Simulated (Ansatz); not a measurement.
Geometry optimisation, RKS r2SCAN-D4/6-31G* in Ansatz 0.2.0.

Input file:

```yaml
crystal:
  periodic: [false, false, false]
  atoms:
    - { symbol: Si, position_ang: [-1.0178, 0.1888, -1.0678] }
    - { symbol: O, position_ang: [-0.5373, -1.4199, 0.1324] }
    - { symbol: H, position_ang: [-0.1894, 0.0199, -2.263] }
    - { symbol: H, position_ang: [-2.2249, -0.5676, -1.5522] }
    - { symbol: H, position_ang: [-1.7135, 1.1554, -0.2107] }
    - { symbol: H, position_ang: [0.983, 0.4715, 0.9042] }
    - { symbol: "N", position_ang: [0.7193, 1.0988, -0.2478] }
    - { symbol: H, position_ang: [0.2204, -1.0098, 1.0719] }
    - { symbol: O, position_ang: [1.0536, -0.4108, 1.8284] }
    - { symbol: H, position_ang: [-1.3519, -1.7036, 0.5367] }
    - { symbol: H, position_ang: [0.6259, 2.0814, -0.028] }
    - { symbol: H, position_ang: [1.5518, 0.9747, -0.8093] }
    - { symbol: H, position_ang: [1.8808, -0.8786, 1.7052] }
basis:
  gaussian: { orbitals: "6-31G*" }
hamiltonian:
  xc: r2scan
  dispersion: d4
relax:
  f_tol: 0.15
  max_steps: 25
  restrain:
    - { distance: [0, 6], at: 1.82, k: 30.0 }
    - { distance: [5, 8], at: 0.97, k: 30.0 }
    - { distance: [7, 1], at: 0.97, k: 30.0 }
    - { distance: [0, 1], at: 3.07, k: 30.0 }
    - { distance: [5, 6], at: 2.32, k: 30.0 }
    - { distance: [7, 8], at: 2.27, k: 30.0 }
output:
  orbitals: {}
```

Launched with:

```bash
$ ansatz run input.yaml --threads 2 --pin off --max-ram 3072MiB --backend cpu --events-out ev --progress --plain --runs-dir out
```

Problem. Where does it end, and by what steps?

Solution. The forces met the threshold. The restraints hold the end off the free minimum. After 20 steps the energy has fallen by 1.232 eV (the restraints' own energy left out); H4 moved furthest, 1.94 Å. Joined: O2–H8 (1.27 → 0.97 Å), H6–O9 (1.28 → 0.97 Å).

| step | energy less start (eV) | largest force component (eV/Å) | accepted |
| --- | --- | --- | --- |
| 0 | 0.0000 | 2.312 | yes |
| 1 | 0.8364 | 1.982 | yes |
| 2 | 1.3612 | 3.444 | yes |
| 3 | 1.2945 | 1.793 | yes |
| 4 | 0.7497 | 0.779 | yes |
| 5 | 0.2560 | 0.963 | yes |
| 6 | -0.1863 | 0.835 | yes |
| 7 | -0.5249 | 0.610 | yes |
| 8 | -0.7292 | 0.546 | yes |
| 9 | -0.8024 | 1.012 | yes |
| 10 | -0.8407 | 1.264 | yes |
| 11 | -0.9671 | 0.474 | yes |
| 12 | -1.0418 | 0.505 | yes |
| 13 | -1.1009 | 0.674 | yes |
| 14 | -1.1325 | 0.715 | yes |
| 15 | -1.1461 | 0.771 | yes |
| 16 | -1.1513 | 1.026 | no |
| 17 | -1.1942 | 0.762 | yes |
| 18 | -1.2123 | 0.822 | yes |
| 19 | -1.2210 | 0.877 | yes |
| 20 | -1.2319 | 0.930 | yes |

```xyz
13
Properties=species:S:1:pos:R:3
Si -1.090 0.811 -0.939
O 0.258 -1.871 -0.302
H -1.375 0.025 -2.172
H -1.821 0.180 0.191
H -1.617 2.192 -1.135
H 0.607 0.449 1.699
N 0.644 1.005 -0.545
H 0.273 -1.637 0.642
O 0.721 -0.250 2.366
H -0.507 -2.457 -0.389
H 1.069 1.804 -1.001
H 1.161 0.158 -0.764
H 1.676 -0.408 2.348
```

The run took 53 s on 2 threads of Arm Neoverse V2, on a shared host, peak memory 0.14 GiB.
